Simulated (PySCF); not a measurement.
Delta-SCF ions had no search for a lower state. Excitations are Tamm–Dancoff values on a coarser integration grid. The basis has no diffuse functions, so Rydberg states are missing or too high.

Species: C9H9NSi, SMILES `[SiH3]c1cccc2cccnc12` (charge 0, multiplicity 1).

Task: Estimate the T1 excitation (TDA), HOMO and vertical ionisation energy (Delta-SCF) that PBE-D3(BJ)/def2-TZVP // PBE-D3(BJ)/def2-SVP in PySCF returns for this input.

Result: 
T1 excitation (TDA): 2.92 eV
HOMO: -6.04 eV
vertical ionisation energy (Delta-SCF): 8.36 eV
